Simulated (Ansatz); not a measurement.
Worked example: C3H4BF + SnH3 → C3H4B + SnH3F

Gas-phase species: C3H4BF `C#CB(C)F`, singlet; SnH3 `[SnH3]`, doublet; C3H4B `C#C[B]C`, doublet; SnH3F `[F][SnH3]`, singlet. A radical takes F: the energy is the difference in strength between the B–F bond broken and the Sn–F bond made.

Shapes, held fixed at every level: PBE0-D4/def2-TZVP. Programs: Ansatz 0.2.0. The zero-point and thermal change to 298 K, harmonic and unscaled (PBE0-D4/def2-TZVP), is -4.7 kJ/mol.

At B2PLYP/def2-TZVPP; 1 Eh = 2625.50 kJ/mol:

```
species  energy (Eh)
 C3H4BF  -241.345127
   SnH3  -215.824006
  C3H4B  -141.364361
  SnH3F  -315.729712
```

Work out ΔH(298 K) of the reaction at this level.


1. Products less reactants: (-141.364361) + (-315.729712) − [(-241.345127) + (-215.824006)] = 0.075060 Eh = +197.1 kJ/mol.
2. With the thermal change: +197.1 + (-4.7) = +192.4 kJ/mol.

Other levels give +176.6 (r2SCAN-D4/def2-TZVPP) to +211.7 kJ/mol (HF/def2-SVP). No measured value is set beside it here. Spin contamination: C3H4B (⟨S²⟩ up to 0.91). Open shells run unrestricted. For atoms past krypton def2 sets carry core potentials with scalar relativity. Outer-core shells of Sn are correlated, in sets that cover them unevenly.
